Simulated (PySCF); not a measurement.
Compound: C₂H₉NSiTe.
Geometry (PBE0-D3(BJ)/def2-SVP, Å), atoms numbered from 1 in this order:
```xyz
14
C2H9NSiTe angstrom
C     -1.0551   -0.9385    0.8042
N     -0.2699   -0.1028   -0.0712
C     -0.6200    1.2952   -0.0197
Si     1.3224   -0.5897   -0.5352
Te     3.0950   -0.4786    1.2671
H     -0.9211   -0.6842    1.8748
H     -2.1303   -0.8403    0.5690
H     -0.7839   -1.9974    0.6762
H     -1.6824    1.4395   -0.2871
H     -0.4686    1.7401    0.9849
H     -0.0178    1.8727   -0.7377
H      1.7418    0.2802   -1.6703
H      1.2987   -2.0364   -0.8973
H      3.0698    1.1865    1.2304
```

Method: PySCF, PBE0-D3(BJ)/def2-SVP geometry optimisation, gas phase, def2 core potentials past Kr.

**Question.** Which atoms are bound to Te5, and at what distances?

**Answer.** 2 atoms: H14 1.666 Å, Si4 2.530 Å. The nearest atom not counted as bound is H13, at 3.22 Å.

**Question.** What is the shape at Te5?

**Answer.** Bent: angle 91.0°.

**Question.** What are the other bond lengths?

**Answer.** C1–N2, N2–C3 1.442 Å; N2–Si4 1.729 Å; C1–H6 and 5 like bonds 1.105 Å; Si4–H12, Si4–H13 1.491 Å.

**Question.** Give some angles away from the centre.

**Answer.** C1–N2–C3 114.1°, C1–N2–Si4 120.1°, N2–Si4–Te5 116.2°.

Charge 0, singlet. Not checked by PBE0-D3(BJ)/def2-SVP frequencies.

One conformer stands for the species.
